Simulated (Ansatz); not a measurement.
Computed with Ansatz on PBE0-D4/def2-TZVP structures; ΔE is electronic, products minus reactants. CBS: MP2 limit from def2 TZ/QZ plus the TZ coupled-cluster correction, frozen cores. Functionals use def2-TZVPP. For Ge outer-core shells are correlated without core-valence functions, which leaves a few kJ/mol of doubt a bond. Scalar relativity is left out up to krypton. Each species was taken in one conformer, which may not be the lowest.

Reaction (formal exchange of groups at the Si–Ge bond): `[SiH3][SiH2][SiH2][SiH2][GeH2][SiH3]` + disilane → `[SiH3][SiH2][SiH2][SiH2][SiH2][SiH3]` + `[SiH3][GeH3]`

`[SiH3][SiH2][SiH2][SiH2][GeH2][SiH3]`:

```xyz
20

Si    1.149    0.117   -2.398
Si    0.677    1.872   -0.926
Si    1.610    1.389    1.162
Si    0.837   -0.700    1.869
Ge   -1.539   -0.807    1.692
Si   -2.302   -1.399   -0.484
H     2.607    0.098   -2.692
H     0.401    0.254   -3.676
H     0.785   -1.181   -1.769
H    -0.797    2.015   -0.763
H     1.211    3.152   -1.472
H     3.097    1.386    1.061
H     1.209    2.420    2.161
H     1.241   -0.951    3.281
H     1.436   -1.769    1.022
H    -2.075   -1.856    2.687
H    -2.140    0.554    2.096
H    -1.659   -2.669   -0.913
H    -1.972   -0.338   -1.471
H    -3.777   -1.587   -0.467
```

`[SiH3][SiH3]`:

Z-matrix (Å, degrees):
```
Si
Si 1 2.338
H 1 1.488 2 110.3
H 1 1.488 2 110.3 3 120.0
H 1 1.488 2 110.3 3 -120.0
H 2 1.488 1 110.3 3 59.9
H 2 1.488 1 110.3 3 179.9
H 2 1.488 1 110.3 3 -60.1
```

`[SiH3][SiH2][SiH2][SiH2][SiH2][SiH3]`:

```xyz
20

Si    2.648   -0.457   -0.251
Si    1.184   -2.064    0.615
Si   -0.980   -1.895   -0.267
Si   -2.216   -0.250    0.846
Si   -1.020    1.758    0.887
Si   -0.391    2.329   -1.293
H     2.673   -0.546   -1.735
H     4.023   -0.695    0.266
H     2.233    0.917    0.136
H     1.123   -1.937    2.099
H     1.742   -3.409    0.295
H    -0.894   -1.557   -1.716
H    -1.672   -3.210   -0.142
H    -2.496   -0.712    2.235
H    -3.518   -0.040    0.152
H    -1.841    2.851    1.478
H     0.191    1.576    1.735
H    -1.600    2.721   -2.067
H     0.576    3.459   -1.306
H     0.234    1.159   -1.966
```

`[SiH3][GeH3]`:

```xyz
8

Si   -0.674    0.961   -0.250
Ge    0.662   -0.943    0.246
H     0.146    2.197   -0.164
H    -1.799    1.063    0.717
H    -1.231    0.849   -1.624
H     1.824   -1.062   -0.754
H    -0.178   -2.228    0.167
H     1.251   -0.837    1.663
```

```csv
species,ωB97X-V energy (Eh)
`[SiH3][SiH2][SiH2][SiH2][GeH2][SiH3]`,-3532.51700
`[SiH3][SiH3]`,-582.50026
`[SiH3][SiH2][SiH2][SiH2][SiH2][SiH3]`,-1745.14981
`[SiH3][GeH3]`,-2369.86234
```

Q: Work out ΔE.

A: ΔE = (-1745.14981) + (-2369.86234) − (-3532.51700) − (-582.50026) = 0.00511 Eh = +0.14 eV. CCSD(T)/CBS gives +0.17 eV.

Largest T1 diagnostic among the species: 0.014.

At CCSD(T), def2-SVP lies −0.04 eV from the extrapolated value and def2-TZVPP −0.00 eV. Leaving LDA and LC-ωPBE aside and taking each functional with its dispersion term where it has one, the values, not all of them listed here, spread over 0.11 eV, from B97M-V to BHLYP-D4.
